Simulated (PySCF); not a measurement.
## The 18-electron isoelectronic series, non-relativistic

All values are computed (PySCF 2.14, energy differences of UHF-based or UKS calculations, no spin-orbit coupling). Each ion has its own even-tempered basis scaled to its charge (17s11p5d4f for the first); frozen: 1s2. Ionisation energies in eV.

| ion | configuration | UHF | MP2 (outer shells) | CCSD (outer shells) | CCSD(T) (outer shells) | LDA | PBE | PBE0 | NIST (with spin-orbit, Breit and QED) |
| --- | --- | --- | --- | --- | --- | --- | --- | --- | --- |
| Kr¹⁸⁺ | [Ar] (1S) | 783.62 | 784.56 | 784.42 | 784.42 | 785.13 | 784.99 | 785.14 | 785.32 (s) |
| Sr²⁰⁺ | [Ar] (1S) | 930.32 | 931.27 | 931.12 | 931.12 | 931.82 | 931.72 | 931.87 | 932 ± 3 (s) |
| Zr²²⁺ | [Ar] (1S) | 1089.2 | 1090.0 | 1089.9 | 1089.9 | 1090.7 | 1090.6 | 1090.8 | 1092 ± 3 (s) |
| Mo²⁴⁺ | [Ar] (1S) | 1260.2 | 1261.1 | 1260.9 | 1260.9 | 1261.6 | 1261.6 | 1261.7 | 1263 ± 4 (s) |
| Ru²⁶⁺ | [Ar] (1S) | 1443.2 | 1444.2 | n/a | n/a | 1444.7 | 1444.7 | 1444.9 | 1447 ± 4 (s) |
| Pd²⁸⁺ | [Ar] (1S) | 1638.5 | 1639.4 | 1639.2 | 1639.2 | 1639.9 | 1639.9 | 1640.1 | 1644 ± 5 (s) |
| Sn³²⁺ | [Ar] (1S) | 2065.2 | 2066.1 | 2066.0 | 2066.0 | 2066.6 | 2066.7 | 2066.9 | 2074 ± 6 (s) |
| Te³⁴⁺ | [Ar] (1S) | 2296.8 | 2297.7 | 2297.5 | 2297.5 | 2298.1 | 2298.3 | 2298.5 | 2309 ± 5 (t) |
| Xe³⁶⁺ | [Ar] (1S) | 2540.4 | 2541.3 | 2541.2 | 2541.2 | 2541.8 | 2542.0 | 2542.1 | 2556 ± 5 (t) |

Interpolate the row of Cd³⁰⁺.

configuration [Ar] (1S); UHF 1845.8; MP2 (outer shells) 1846.7; CCSD (outer shells) 1846.6; CCSD(T) (outer shells) 1846.6; LDA 1847.2; PBE 1847.3; PBE0 1847.4; NIST (with spin-orbit, Breit and QED) 1852 ± 5 (s).

Each ion has its own basis, which adds noise of up to about 0.1 % along the series.

NIST values marked (s) are semi-empirical, (t) theoretical. Open shells are high-spin determinants of the terms that Hund's rules give.

All relativistic terms are absent from the calculated values; where these lie close to NIST, scalar and spin-orbit shifts of opposite sign can cancel.
